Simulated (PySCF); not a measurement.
C₂H₄ClFSi₂.

```xyz
10

Si     2.7374     0.5760    -0.4322
F      3.7138    -0.7185    -0.4112
C      1.0177     0.0170    -0.1401
C     -0.1389    -0.3340     0.0535
Si    -1.8645    -0.8772     0.3445
Cl    -3.0978     0.7771     0.3312
H      2.8305     1.2129    -1.7697
H      3.1514     1.4942     0.6581
H     -2.2817    -1.7967    -0.7447
H     -1.9562    -1.5347     1.6732
```

The structure is a stationary point at PBE0-D3(BJ)/def2-SVP. This is a generated structure with no PubChem entry under its InChIKey; it may be hypothetical.

Calculation: PBE/pcSseg-1 in PySCF. Non-relativistic, no solvent.

Computed absolute GIAO shielding of each atom: isotropic value and principal components (ppm):
```tsv
atom	σ(iso)	σ11	σ22	σ33	span
Si1	366.3	309.0	347.3	442.7	133.8
F2	378.2	350.3	368.7	415.5	65.1
C3	64.4	-28.7	-26.1	248.0	276.7
C4	66.2	-29.1	-22.4	250.2	279.3
Si5	378.6	345.9	355.4	434.5	88.6
Cl6	964.1	892.4	981.6	1018.4	126.0
H7	25.9	22.8	24.6	30.3	7.5
H8	25.9	22.8	24.6	30.3	7.5
H9	25.8	22.0	24.4	31.0	9.0
H10	25.8	22.0	24.4	31.0	9.0
```
